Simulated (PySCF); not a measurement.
## Magnetic susceptibility: SMILES COCO[SiH2][SiH2]Br, C₂H₉BrO₂Si₂

Molfile (atoms numbered from 1):
```
C2H9BrO2Si2
     RDKit          3D

 16 15  0  0  0  0  0  0  0  0999 V2000
   -2.3660   -0.2835    0.9034 C   0  0  0  0  0  0  0  0  0  0  0  0
   -1.7567   -1.1361   -0.0462 O   0  0  0  0  0  0  0  0  0  0  0  0
   -1.2163   -0.4684   -1.1280 C   0  0  0  0  0  0  0  0  0  0  0  0
   -0.0497    0.2041   -0.8192 O   0  0  0  0  0  0  0  0  0  0  0  0
    1.1366   -0.4981    0.0551 Si  0  0  0  0  0  4  0  0  0  0  0  0
    2.6033    1.2497   -0.0779 Si  0  0  0  0  0  4  0  0  0  0  0  0
    4.4419    0.6000    0.9989 Br  0  0  0  0  0  0  0  0  0  0  0  0
   -2.6788   -0.9209    1.7270 H   0  0  0  0  0  0  0  0  0  0  0  0
   -1.6652    0.4735    1.2680 H   0  0  0  0  0  0  0  0  0  0  0  0
   -3.2382    0.2162    0.4677 H   0  0  0  0  0  0  0  0  0  0  0  0
   -1.0055   -1.2371   -1.8812 H   0  0  0  0  0  0  0  0  0  0  0  0
   -1.9204    0.2698   -1.5434 H   0  0  0  0  0  0  0  0  0  0  0  0
    0.7145   -0.8438    1.4180 H   0  0  0  0  0  0  0  0  0  0  0  0
    1.5693   -1.7500   -0.5781 H   0  0  0  0  0  0  0  0  0  0  0  0
    2.2842    2.5034    0.6111 H   0  0  0  0  0  0  0  0  0  0  0  0
    3.1394    1.6303   -1.3866 H   0  0  0  0  0  0  0  0  0  0  0  0
  1  2  1  0
  2  3  1  0
  3  4  1  0
  4  5  1  0
  5  6  1  0
  6  7  1  0
  1  8  1  0
  1  9  1  0
  1 10  1  0
  3 11  1  0
  3 12  1  0
  5 13  1  0
  5 14  1  0
  6 15  1  0
  6 16  1  0
M  END
```

Level of theory: PySCF 2.14.0, GIAO B3LYP/pcSseg-1 magnetisability, rotational g tensor and spin-rotation constants, non-relativistic, gas phase. Geometry: GFN2-xTB.

The calculation is non-relativistic, which matters for the atoms heavier than Zn.

(1) How diamagnetic is it, and how anisotropic?

(2) Split it along the inertial axes a, b, c into diamagnetic and paramagnetic parts about the centre of mass, with the quadrupole moment.

(3) And the rotational g tensor?

## Answers

(1) Isotropic -1591 × 10⁻³⁰ J/T², or -95.8 × 10⁻⁶ cm³/mol; principal values -1695, -1585, -1492 × 10⁻³⁰ J/T², anisotropy 175 × 10⁻³⁰ J/T² (root of half the summed squared differences of the principal values). The susceptibility is in cgs units.

(2) 
```csv
axis,χ (10⁻⁶ cm³/mol),diamagnetic (10⁻⁶ cm³/mol),paramagnetic (10⁻⁶ cm³/mol),summed x² of all electrons (Å²),quadrupole Θ (D Å)
a,-98.8,-459.9,361.1,691.9,+0.38
b,-93.6,-3128.3,3034.7,62.9,-0.46
c,-95.0,-3202.2,3107.1,45.5,+0.08
```
Anisotropies 2χaa − χbb − χcc = -9.0 and 2χbb − χaa − χcc = +6.7 × 10⁻⁶ cm³/mol. Θ is traceless in Buckingham's convention.

(3) 
```csv
axis,rotational constant (GHz),g,nuclear part,electronic part
a,3.9918,-0.0502,0.6270,-0.6772
b,0.3671,-0.0054,0.5179,-0.5233
c,0.3581,-0.0051,0.5176,-0.5227
```
Asymmetric top; isotopes 79Br, 12C, 1H, 16O, 28Si; no vibrational averaging.
